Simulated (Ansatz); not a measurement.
Problem. Name a neutral molecule of C, F, N, Nb, O and H with size of the dipole moment (PBE/def2-TZVPP) between 2.65 and 2.95 D and HOMO energy (PBE0/def2-TZVPP) between -8.25 and -7.95 eV (Ansatz, PBE0-D4/def2-TZVP geometry).

Solution. `C[O][Nb](=[NH])([OH])[F]` (2.79 D, -8.04 eV). Other molecules can fit too; these were computed, each in one conformer that needn't be the lowest.
